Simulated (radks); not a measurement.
Problem. The mean radii <r> (bohr) of the occupied orbitals of an atom or ion are listed with their occupations. Method: non-relativistic Kohn-Sham, BLYP, spin-polarised, spherical densities, point nucleus; computed with a radial shooting solver on a logarithmic mesh with Libxc functionals.

orbital  occ.      <r>
1s up       1  0.02814
1s down     1  0.02814
2s up       1   0.1210
2s down     1   0.1210
2p up       3   0.1030
2p down     3   0.1030
3s up       1   0.3205
3s down     1   0.3205
3p up       3   0.3107
3p down     3   0.3107
3d up       5   0.2812
3d down     5   0.2812
4s up       1   0.7466
4s down     1   0.7466
4p up       3   0.7776
4p down     3   0.7775
4d up       5   0.8711
4d down     5   0.8701
5s up       1    1.897
5s down     1    1.898
5p up       3    2.207
5p down     2    2.220

Name the element and its charge. Open shells, if any, are filled with parallel spins first.

Solution. Z = 54, xenon, charge +1: Xe+ in [Kr] 4d10 5s2 5p5. The 1s radius gives Z: for a bare nucleus <r> = 1.5/Z, 0.02778 bohr for Z = 54, and screening makes it slightly larger (0.02814 here). The occupations add up to 53, and the charge is Z minus that.
